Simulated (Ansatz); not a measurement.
Zr₃O₆. Total charge 0; triplet. Geometry PBE-D4/def2-SVP; atoms count from 1.

Cartesian coordinates in Å:
```
Zr 0.6833 -1.7937 -0.7916
Zr -1.0873 0.6754 -1.0717
Zr 0.8934 0.3545 1.3650
O -0.0701 -0.6739 -2.2053
O 0.9440 0.4545 3.2023
O 0.0822 1.7631 0.1653
O 2.0356 -1.0152 0.3853
O -0.6373 -0.8327 0.4083
O -2.8438 1.0681 -1.4576
```

In the def2 sets Zr takes a core potential; there is no spin–orbit coupling. At PBE0-D4/def2-TZVP a singlet of charge 0 lies 2.49 eV below the triplet, each at its own geometry. The structure comes from a short search, and lower isomers may exist.

Q: Estimate the Mulliken populations from the PBE0/def2-TZVP orbitals of Ansatz.

A: 
```json
{"atom": "Zr1", "charge (e)": "1.20", "spin (α − β)": "0.96", "d electrons": "1.94"}
{"atom": "Zr2", "charge (e)": "1.49", "spin (α − β)": "-0.08", "d electrons": "1.94"}
{"atom": "Zr3", "charge (e)": "1.49", "spin (α − β)": "-0.08", "d electrons": "1.94"}
{"atom": "O4", "charge (e)": "-0.76", "spin (α − β)": "0.00", "d electrons": "–"}
{"atom": "O5", "charge (e)": "-0.55", "spin (α − β)": "0.48", "d electrons": "–"}
{"atom": "O6", "charge (e)": "-0.74", "spin (α − β)": "0.24", "d electrons": "–"}
{"atom": "O7", "charge (e)": "-0.76", "spin (α − β)": "0.00", "d electrons": "–"}
{"atom": "O8", "charge (e)": "-0.83", "spin (α − β)": "0.00", "d electrons": "–"}
{"atom": "O9", "charge (e)": "-0.55", "spin (α − β)": "0.48", "d electrons": "–"}
```
Mulliken values and Mayer orders depend strongly on the basis.

Q: Where does the spin sit?

A: Summed by element: Zr 0.80, O 1.20, of 2 unpaired in all. Largest on single atoms: Zr1 0.96, O9 0.48, O5 0.48.

Q: And the Mayer bond orders between bonded heavy atoms (over 0.3)?

A: Zr1–O4 1.06 (1.95 Å); Zr1–O7 1.06 (1.95 Å); Zr1–O8 0.76 (2.03 Å); Zr2–O4 0.85 (2.03 Å); Zr2–O6 0.88 (2.02 Å); Zr2–O8 0.54 (2.16 Å); Zr2–O9 1.55 (1.84 Å); Zr3–O5 1.55 (1.84 Å); Zr3–O6 0.88 (2.02 Å); Zr3–O7 0.85 (2.03 Å); Zr3–O8 0.54 (2.16 Å).
